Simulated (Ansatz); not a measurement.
Cost and result for the atomization energy of `C[SiH2][SiH]1B[SiH2]1` (14 atoms, 14 bonds).

Cartesian coordinates in Å:
```
C 1.895 0.892 0.558
Si 0.931 -0.632 1.062
Si -1.364 -0.465 0.632
B -2.258 0.693 -0.572
Si -1.157 -0.069 -1.898
H 1.850 1.059 -0.519
H 1.496 1.778 1.056
H 2.944 0.778 0.843
H 1.032 -0.818 2.539
H 1.491 -1.856 0.427
H -2.141 -1.383 1.517
H -3.434 0.855 -0.655
H -1.609 -0.687 -3.174
H 0.323 -0.145 -1.815
```

Total charge 0; spin multiplicity 1. The structure was optimised at the PBE0-D4/def2-TZVP level. It is one conformer, not always the lowest. Program: Ansatz. All runs use 4 threads of an Intel Xeon Platinum 8259CL on a shared host. Times are those of one run each, without the atoms' runs, and a repeat can differ threefold. Electronic energies, without spin–orbit coupling; frozen cores. CCSD(T)/CBS adds CCSD(T) − MP2 in def2-TZVPP to the MP2 limit, and its time is that of the two runs behind it. T1 = 0.015. B3LYP takes the VWN-RPA correlation (the form of Gaussian; ORCA's B3LYP/G).

CCSD(T)/CBS is a level of theory with its own doubt, some kJ/mol a heavy atom from the limit and from the frozen cores, so smaller differences don't rank the functionals.

```
                             level  functions  atomization (kJ/mol)  difference from CCSD(T)/CBS  per bond
  ωB97M-V/def2-TZVPP (with forces)        314                4486.2                          9.9       0.7
                 CCSD(T)/CBS(def2)          –                4476.3                          0.0       0.0
                CCSD(T)/def2-TZVPP        314                4368.1                       -108.2      -7.7
r2SCAN-D4/def2-TZVPP (with forces)        314                4514.8                         38.5       2.8
                PBE0-D4/def2-TZVPP        314                4483.5                          7.2       0.5
   PBE-D4/def2-TZVPP (with forces)        314                4510.7                         34.4       2.5
                    MP2/def2-QZVPP        594                4431.7                        -44.6      -3.2
 B3LYP-D4/def2-TZVPP (with forces)        314                4480.7                          4.4       0.3
                ωB97X-V/def2-TZVPP        314                4506.5                         30.2       2.2
                 B2PLYP/def2-TZVPP        314                4414.8                        -61.5      -4.4
```

(1) Order the runs by time, with rough figures. (An estimate is asked.)

## Answers

(1) Computed: PBE-D4/def2-TZVPP (with forces) 4.3 s; PBE0-D4/def2-TZVPP 5.5 s; r2SCAN-D4/def2-TZVPP (with forces) 6.5 s; B3LYP-D4/def2-TZVPP (with forces) 9 s; B2PLYP/def2-TZVPP 9.5 s; ωB97X-V/def2-TZVPP 13 s; ωB97M-V/def2-TZVPP (with forces) 17 s; MP2/def2-QZVPP 41 s; CCSD(T)/def2-TZVPP 8.1 min; CCSD(T)/CBS(def2) 8.7 min.

From PBE to PBE0 (25 % exact exchange), in def2-TZVPP and without D4, the atomization energy moves by −22.2 kJ/mol: exact exchange takes away binding that semilocal exchange gives to molecules. The D4 term adds +58.5 kJ/mol with B3LYP and +31.2 kJ/mol with PBE0; it sums over pairs of atoms, weighted by their polarisabilities, and B3LYP, whose exchange is more repulsive, gets the larger term. In def2-TZVPP, CCSD(T) changes the Hartree–Fock value by +998.7 kJ/mol (the triples alone add +60.8 kJ/mol) and MP2 by +998.5 kJ/mol; breaking electron pairs costs correlation energy, which Hartree–Fock lacks.
